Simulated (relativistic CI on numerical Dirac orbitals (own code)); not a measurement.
**How well does a small relativistic CI reproduce Yb4+?**

Method of calculation: Dirac-Coulomb-Breit CI, KLI orbitals optimised for each configuration, QED by a radiative potential, valence Slater integrals scaled by 0.85, P86 correlation energy added to each configuration (own radial code, finite nucleus).

CI space (outside the closed core [Kr] 4d10): 4f¹²5s²5p⁶, 4f¹¹5s²5p⁶5d, 4f¹³5s²5p⁵, 4f¹²5s²5p⁵5d, 4f¹¹5s²5p⁶6s, 4f¹¹5s²5p⁶6p, 4f¹²5s²5p⁵5g, 4f¹²5s²5p⁵6s, 4f¹²5s5p⁶5d, 4f¹¹5s²5p⁶6d, 4f¹¹5s²5p⁶7s, 4f¹¹5s²5p⁶7p, 4f¹¹5s²5p⁶5g, 4f¹¹5s²5p⁶7d, 4f¹²5s5p⁶5f, 4f¹¹5s²5p⁶8s, 4f¹³5s5p⁶, 4f¹¹5s²5p⁶6g, 4f¹²5s²5p⁵7s, 4f¹⁴5p⁶, 4f¹⁴5p⁵5d, 4f¹⁴5p⁵5g. Double excitations out of closed p, d and f shells are left out; levels of such configurations are missing from the list, as are those of other unlisted configurations, and high levels can miss mixing partners.

```
Configuration  Term (tabulated)  J  Measured (cm⁻¹)  Computed  Error  Purity (%)
   4f¹²5s²5p⁶                3H  6              0.0         0      0          99
   4f¹²5s²5p⁶                3F  4           6112.0      6028    -84          57
   4f¹²5s²5p⁶                3H  5           9579.9      9445   -135         100
   4f¹²5s²5p⁶                3F  3          16372.2     16655    283         100
   4f¹²5s²5p⁶                3F  2          16877.3     17309    431          76
   4f¹²5s²5p⁶                1I  6          39037.9     38443   -594          99
   4f¹²5s²5p⁶                3P  0          39791.5     41543   1751          93
   4f¹²5s²5p⁶                3P  1          41080.9     42845   1764         100
   4f¹²5s²5p⁶                3P  2          43119.5     44312   1192          63
```

Measured levels from measured levels as listed in Tchang-Brillet, Wyart, Meftah and Ait Mammar, Atoms 6, 52 (2018); pairs were made by configuration, J and term (by order where the table uses no LS term), so strongly mixed levels may be paired wrongly. Some J values or terms of the table were assigned by a fit.

Mean error by configuration (cm⁻¹): 4f¹²5s²5p⁶ 576. Over the excited levels the mean absolute error is 779 cm⁻¹ (8 of the 11 excited levels that our extract of the source holds in range could be paired, and the others can miss by more), and the median relative error of those above 1,000 cm⁻¹ is 2.1 %. Some levels of the ground configuration have no partner.
